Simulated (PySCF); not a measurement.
A GIAO shielding run with PySCF (density fitting, non-relativistic, gas phase) on SMILES CCCCC([SiH3])([SiH3])[SiH3], C5H18Si3:

```
$ OMP_NUM_THREADS=1 python probes_run.py task.json out

{"job": {"kind": "nmr", "xc": "PBE0", "basis": "pcSseg-1"}, "charge": 0, "multiplicity": 1}
C      3.685456    -0.332572     0.347734
C      2.501557     0.544197    -0.041547
C      1.169938    -0.156480     0.221479
C     -0.022582     0.712510    -0.165937
C     -1.398227     0.067750     0.074022
Si    -1.667580    -0.321454     1.923602
Si    -1.607014    -1.523771    -0.959740
Si    -2.711304     1.341579    -0.484830
H      3.641607    -0.583098     1.405450
H      4.624628     0.180675     0.154167
H      3.676087    -1.259282    -0.221938
H      2.537917     1.476948     0.526440
H      2.572261     0.801010    -1.101287
H      1.104491    -0.410149     1.281947
H      1.139451    -1.088512    -0.347447
H      0.074993     0.973677    -1.225963
H      0.040756     1.650899     0.396964
H     -0.881212    -1.476244     2.371825
H     -3.077580    -0.627561     2.170036
H     -1.277079     0.840338     2.729480
H     -3.011905    -1.934771    -0.967579
H     -1.169044    -1.272749    -2.336899
H     -0.823548    -2.643690    -0.426144
H     -4.064467     0.819263    -0.296021
H     -2.562744     2.579203     0.289158
H     -2.515901     1.664898    -1.902585
```

Hardware: 1 thread of an Intel Xeon, shared host. The job also computes population analyses, field gradients.

Task: How large is the calculation?

Result: 90 electrons, 247 basis functions and 1350 auxiliary functions.

Task: How long does it take, and how much memory does it need?

Result: 3.1 min of wall time, with 12 SCF cycles and 4 response iterations; peak memory 1.2 GiB. Times on a shared host scatter by some tens of per cent.
